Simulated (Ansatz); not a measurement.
Steps of a relaxation of C₃H₄Se (`C1=C[Se]C1`) with RKS PBE0-D4/def2-TZVP.

```sh
$ ansatz run in.yaml --threads 2 --pin off --events-out ev --progress --plain --max-ram 4352MiB
```

```yaml
crystal:
  periodic: [false, false, false]
  atoms:
    - {symbol: C, position_ang: [-0.427247, 0.591520, -0.036378]}
    - {symbol: C, position_ang: [0.776635, 0.826628, 0.535381]}
    - {symbol: Se, position_ang: [1.510201, -0.947119, 0.380976]}
    - {symbol: C, position_ang: [-0.352443, -0.869244, -0.386965]}
    - {symbol: H, position_ang: [-1.268350, 1.281368, -0.212064]}
    - {symbol: H, position_ang: [1.247176, 1.720685, 0.969373]}
    - {symbol: H, position_ang: [-1.041352, -1.543319, 0.161755]}
    - {symbol: H, position_ang: [-0.352420, -1.117619, -1.467878]}
basis:
  gaussian: {orbitals: def2-TZVP}
hamiltonian: {xc: pbe0, dispersion: d4}
relax: {f_tol: 0.005, max_steps: 150}
```

Positions (Å) and forces (eV/Å) along the path, 5 of 5 steps:

```xyz
8
step=1 energy=-68514.0261 eV
C    -0.427    0.592   -0.036    0.716    0.178    0.350
C     0.777    0.827    0.535   -0.621    0.026   -0.257
Se    1.510   -0.947    0.381   -0.574    0.381   -0.142
C    -0.352   -0.869   -0.387   -0.073   -0.275   -0.102
H    -1.268    1.281   -0.212    0.463   -0.376    0.098
H     1.247    1.721    0.969   -0.295   -0.491   -0.254
H    -1.041   -1.543    0.162    0.371    0.389   -0.272
H    -0.352   -1.118   -1.468    0.012    0.168    0.579
8
step=2 energy=-68514.0703 eV
C    -0.418    0.586   -0.033    0.110    0.055    0.058
C     0.770    0.824    0.532   -0.119   -0.025   -0.057
Se    1.493   -0.940    0.376   -0.131    0.089   -0.033
C    -0.350   -0.868   -0.386    0.016   -0.073   -0.008
H    -1.249    1.268   -0.207    0.111   -0.093    0.023
H     1.230    1.710    0.959   -0.083   -0.132   -0.069
H    -1.033   -1.529    0.158    0.099    0.120   -0.079
H    -0.351   -1.108   -1.455   -0.003    0.058    0.166
8
step=3 energy=-68514.0733 eV
C    -0.416    0.585   -0.034   -0.010    0.004    0.002
C     0.767    0.821    0.530    0.025   -0.013    0.006
Se    1.490   -0.939    0.375   -0.020    0.013   -0.003
C    -0.347   -0.867   -0.384    0.006   -0.004   -0.003
H    -1.245    1.263   -0.207   -0.002   -0.001   -0.002
H     1.224    1.704    0.955    0.003    0.013    0.003
H    -1.030   -1.521    0.157   -0.004   -0.008    0.007
H    -0.351   -1.102   -1.448    0.002   -0.004   -0.011
8
step=4 energy=-68514.0734 eV
C    -0.417    0.585   -0.033   -0.003    0.008   -0.006
C     0.768    0.821    0.530    0.006   -0.007    0.002
Se    1.489   -0.939    0.375    0.001    0.000   -0.002
C    -0.347   -0.867   -0.384    0.002   -0.003    0.006
H    -1.245    1.263   -0.206   -0.002    0.000    0.000
H     1.225    1.704    0.954   -0.003    0.001    0.001
H    -1.030   -1.522    0.157   -0.001    0.000    0.000
H    -0.350   -1.102   -1.449    0.000    0.002    0.000
8
step=5 energy=-68514.0734 eV
C    -0.416    0.585   -0.033   -0.002    0.004    0.003
C     0.768    0.821    0.530    0.002   -0.004    0.000
Se    1.489   -0.939    0.375    0.000    0.000    0.001
C    -0.347   -0.867   -0.384    0.002   -0.001   -0.001
H    -1.245    1.263   -0.206    0.000   -0.001   -0.001
H     1.224    1.704    0.955   -0.002    0.000   -0.001
H    -1.030   -1.522    0.157    0.000    0.001    0.000
H    -0.350   -1.102   -1.449    0.000    0.000    0.001
```

Run time 24 s (2 threads of an Arm Neoverse V2 on a shared host); peak host memory 0.39 GiB.
